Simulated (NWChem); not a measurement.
## SbH2Cl (SMILES [Cl][SbH2]): how far must the integration grid go?

The species is SbH2Cl (4 atoms), meant as a singlet with charge 0. As SMILES, `[Cl][SbH2]`. The coordinates come from a PBE0-D4/def2-TZVP relaxation.

```xyz
4

Cl   -1.7845    0.2887   -0.6315
Sb    0.5021   -0.2753   -0.5776
H     0.3797   -1.1837    0.8689
H     0.9583    1.1100    0.3199
```

Program: NWChem 7.3.0. Method: wB97X/def2-TZVP (core potential). Swept: integration grid. Watched: the total energy. Each run: energy. Hardware: 1 thread of Intel Xeon Platinum 8488C (Sapphire Rapids), shared host.

The last row is the best point of the sweep, not the limit.

```
integration grid  energy (Eh)  from the best (mEh)  wall time
    lebedev 20 3  -689.032404           +12696.748       57 s
    lebedev 35 6  -701.747740              -18.588       49 s
    lebedev 50 8  -701.722133               +7.019       50 s
   lebedev 75 11  -701.728923               +0.229       51 s
   lebedev 99 14  -701.729160               -0.008       55 s
  lebedev 150 18  -701.729152                0.000       75 s
```

Question: For a target of 1 mEh, where can one stop?

Answer: lebedev 75 11: it is 0.229 mEh off and takes 51 s, against 75 s for lebedev 150 18.

Question: For a target of 10 mEh, where can one stop?

Answer: lebedev 50 8: it is 7.019 mEh off and takes 50 s, against 75 s for lebedev 150 18.
